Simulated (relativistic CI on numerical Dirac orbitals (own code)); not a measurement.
One change at a time: Tl14+

Base calculation: Dirac-Coulomb-Breit CI, KLI orbitals optimised for each configuration, model QED (radiative potential, 1s self-energy scaled to tabulated hydrogen-like ionisation energies), unscaled Slater integrals.

Configurations in the expansion (outside the closed core [Kr] 4d10): 4f¹⁴5s²5p⁵, 4f¹⁴5s5p⁶, 4f¹⁴5s²5p⁴5d, 4f¹³5s²5p⁶, 4f¹⁴5s5p⁵5d, 4f¹⁴5s²5p⁴5f, 4f¹⁴5s²5p⁴5g, 4f¹⁴5s5p⁵5f, 4f¹⁴5s²5p⁴6s, 4f¹³5s²5p⁵5d, 4f¹⁴5p⁶5d, 4f¹⁴5p⁵5d², 4f¹⁴5p⁴5d³, 4f¹³5p⁶5d², 4f¹⁴5p⁴5d²5f, 4f¹⁴5p⁴5d²5g. Double excitations out of closed p, d and f shells are left out; levels of such configurations are missing from the list, as are those of other unlisted configurations, and high levels can miss mixing partners. Some configurations lack a partner that the ground configuration has and come out too high, among them 4f¹⁴5s²5p⁴6s, 4f¹³5s²5p⁵5d.

Variants: (1) QED terms removed. Shifts of the energy above 4f¹⁴5s²5p⁵ ²P°3/2, in cm⁻¹, for the lowest level and the first level of each name with at least 55 % of one term (blank where a level changes its place among those of its configuration and J or its character, or is not in the variant):

```
              Level     Base   Δ(1)
  4f¹⁴5s²5p⁵ ²P°3/2        0      0
  4f¹⁴5s²5p⁵ ²P°1/2   198462   -138
 4f¹⁴5s²5p⁴5d ⁴F9/2   551050   +327
 4f¹⁴5s²5p⁴5d ²D3/2   557477   +406
  4f¹³5s²5p⁶ ²F°7/2   562579   -786
  4f¹³5s²5p⁶ ²F°5/2   598823   -923
 4f¹⁴5s²5p⁴5d ⁴D1/2   694418   +262
 4f¹⁴5s²5p⁴5d ²G7/2   732186   +258
 4f¹⁴5s²5p⁴5d ²G9/2   760523   +183
 4f¹⁴5s²5p⁴6s ⁴P5/2   996015   -786
 4f¹⁴5s²5p⁴6s ²P3/2  1005711   -784
 4f¹⁴5s²5p⁴6s ²S1/2  1034771   -787
 4f¹⁴5s5p⁵5d ⁴P°1/2  1067364  +2947
 4f¹⁴5s5p⁵5d ⁴P°3/2  1077080  +2832
 4f¹⁴5s5p⁵5d ⁴F°7/2  1080723  +2531
 4f¹⁴5s5p⁵5d ⁴F°9/2  1092976  +2490
 4f¹³5s²5p⁵5d ⁴G5/2  1108438   -502
4f¹³5s²5p⁵5d ⁴I15/2  1113458   -449
```

At this charge transitions that keep the count of f electrons are usually good to a few per cent. Levels and lines within the n = 5 or 6 shells can be off by up to 10 % or somewhat more, and those that change n by about 2 %, since core polarisation is missing. Levels that differ in their count of f electrons can be misplaced by several ten thousand cm⁻¹, since the correlation energy of f electrons is missing or only estimated; rates across such gaps can be off by orders of magnitude.

Ionisation energy from one configuration of each of the two ions, the ground ones as tabulated or assumed: base 328.027 eV. The NIST ASD value (theoretical) is 340 ± 17 eV.

LS names give the leading component of a level, which can be under half, so a name can repeat, a term be missing and a line seem to break the LS rules.
